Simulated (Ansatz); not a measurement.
Geometry optimisation, Ansatz 0.2.0, RKS B3LYP/6-31G.

input.yaml

```yaml
crystal:
  periodic: [false, false, false]
  atoms:
    - { symbol: "N", position_ang: [-1.1161, -2.5663, -0.3329] }
    - { symbol: Al, position_ang: [-0.0241, -1.516, 0.8059] }
    - { symbol: "N", position_ang: [0.6905, 0.1697, 0.1927] }
    - { symbol: Si, position_ang: [-0.03624, 1.48038, 1.28184] }
    - { symbol: C, position_ang: [2.13048, 0.23867, 0.19591] }
    - { symbol: Si, position_ang: [2.84047, -0.59523, -1.35927] }
    - { symbol: H, position_ang: [-0.6517, -3.4237, -0.5308] }
    - { symbol: H, position_ang: [-1.1773, -1.989, -1.2583] }
    - { symbol: H, position_ang: [0.3119, -2.0322, 2.3159] }
    - { symbol: H, position_ang: [0.41791, 2.75074, 0.83078] }
    - { symbol: H, position_ang: [0.53033, 1.17754, 2.64544] }
    - { symbol: H, position_ang: [-1.47303, 1.37534, 1.2926] }
    - { symbol: H, position_ang: [2.61634, -0.24352, 1.10307] }
    - { symbol: H, position_ang: [2.51455, 1.26248, 0.11011] }
    - { symbol: H, position_ang: [4.28332, -0.47431, -1.35228] }
    - { symbol: H, position_ang: [2.49343, -2.02026, -1.38087] }
    - { symbol: H, position_ang: [2.28041, 0.05604, -2.57047] }
basis:
  gaussian: { orbitals: "6-31G" }
hamiltonian:
  xc: b3lyp
relax:
  f_tol: 0.015
  max_steps: 40
```

Run as:

```bash
$ ansatz run input.yaml --threads 1 --pin off --max-ram 2048MiB --backend cpu --events-out ev --progress --plain --runs-dir out
```

Task: Where does it end, and by what steps?

Result: The forces met the threshold. The force dipped under the threshold on the way, but the program's further checks kept it going. Limits of this set-up: no polarisation functions. After 28 steps the energy has fallen by 1.691 eV; H9 moved furthest, 2.03 Å.

| step | energy less start (eV) | largest force component (eV/Å) | accepted |
| --- | --- | --- | --- |
| 0 | 0.0000 | 3.538 | yes |
| 1 | -0.7079 | 1.620 | yes |
| 2 | -0.9918 | 2.888 | yes |
| 3 | -1.1896 | 1.578 | yes |
| 4 | -1.2979 | 0.784 | yes |
| 5 | -1.3275 | 1.016 | yes |
| 6 | -1.3925 | 0.474 | yes |
| 7 | -1.4333 | 0.117 | yes |
| 8 | -1.4606 | 0.242 | yes |
| 9 | -1.4833 | 0.247 | yes |
| 10 | -1.5085 | 0.219 | yes |
| 11 | -1.5345 | 0.190 | yes |
| 12 | -1.5608 | 0.203 | yes |
| 13 | -1.5858 | 0.252 | yes |
| 14 | -1.5993 | 1.003 | yes |
| 15 | -1.6276 | 0.485 | yes |
| 16 | -1.6395 | 0.512 | yes |
| 17 | -1.6547 | 0.415 | yes |
| 18 | -1.6710 | 0.304 | yes |
| 19 | -1.6786 | 0.296 | yes |
| 20 | -1.6836 | 0.270 | yes |
| 21 | -1.6877 | 0.164 | yes |
| 22 | -1.6901 | 0.057 | yes |
| 23 | -1.6907 | 0.012 | yes |
| 24 | -1.6909 | 0.013 | yes |
| 25 | -1.6911 | 0.016 | yes |
| 26 | -1.6913 | 0.018 | yes |
| 27 | -1.6914 | 0.019 | yes |
| 28 | -1.6914 | 0.014 | yes |

```xyz
17
Properties=species:S:1:pos:R:3
N -1.588 -2.185 0.431
Al 0.179 -1.935 0.623
N 0.910 -0.269 0.552
Si -0.049 1.241 0.473
C 2.393 -0.123 0.611
Si 3.206 -0.053 -1.151
H -2.017 -3.101 0.469
H -2.276 -1.458 0.286
H 1.145 -3.180 0.864
H 0.122 2.005 -0.816
H 0.341 2.173 1.593
H -1.499 0.871 0.613
H 2.833 -0.974 1.147
H 2.676 0.770 1.188
H 4.702 0.116 -1.064
H 2.909 -1.334 -1.879
H 2.643 1.088 -1.950
```

Whether the end is a true minimum wasn't checked by a vibrational analysis.

The run took 4.4 min on 1 thread of Arm Neoverse V1 (shared host), peak memory 0.24 GiB.
